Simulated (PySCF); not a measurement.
## `C[NH][Al@@H-]([CH3])[AsH3+]`, C2H11AlAsN

Geometry (Å), atoms numbered from 1 in this order:
```xyz
16

C    -1.6746   -1.2250    0.3669
N    -0.9045   -0.8043   -0.7755
Al    0.0153    0.7301   -1.0320
C    -0.2424    2.2205    0.2195
As    2.1339   -0.5518    0.1624
H    -1.3185   -2.1751    0.8137
H    -1.6209   -0.4648    1.1633
H    -2.7504   -1.3636    0.1434
H    -0.9426   -1.4825   -1.5306
H     0.6145    0.9012   -2.5022
H     0.6406    2.8802    0.2538
H    -1.0973    2.8463   -0.0898
H    -0.4462    1.8852    1.2501
H     3.5637   -0.3502    0.6494
H     2.3956   -1.8611   -0.5493
H     1.6268   -1.1768    1.4449
```

Theory: TDDFT LC-wPBE/aug-cc-pVDZ circular dichroism and optical rotation, one conformer, gas phase in PySCF 2.14.0. Geometry: PBE0-D3(BJ)/def2-SVP.

The molecule is flexible and this is one conformer; a measurement averages over conformers. The calculation is non-relativistic, which matters for the atoms heavier than Zn.

Stereocentres: Al3 R.

(1) Give the optical rotatory dispersion at 633, 589.3, 546, 436, 405, 365, 355 nm.

(2) And for the mirror image at 589.3 nm?

(3) What is the molar rotation [Φ] = [α]·M/100 of the geometry above at 589.3 nm?

Results:

(1) [α] in deg dm⁻¹ (g/mL)⁻¹:
| λ (nm) | origin-invariant length gauge | modified velocity gauge | length gauge (centre of mass) | isotropic polarisability (au) |
| --- | --- | --- | --- | --- |
| 633 | +96.8 | +98.3 | +99.0 | 100.3 |
| 589.3 | +114.0 | +115.8 | +116.6 | 100.8 |
| 546 | +136.2 | +138.3 | +139.3 | 101.5 |
| 436 | +237.3 | +240.9 | +242.5 | 104.3 |
| 405 | +288.4 | +292.8 | +294.6 | 105.6 |
| 365 | +385.7 | +391.3 | +393.6 | 107.9 |
| 355 | +418.3 | +424.3 | +426.8 | 108.6 |

(2) -114.0 deg dm⁻¹ (g/mL)⁻¹ (origin-invariant length gauge): the same size and the opposite sign.

(3) With M = 151.02 g/mol, +172.1 deg cm² dmol⁻¹ (origin-invariant length gauge).

The first excitation lies at 5.64 eV (220 nm) with R = -7.5 × 10⁻⁴⁰ esu² cm² (velocity form).
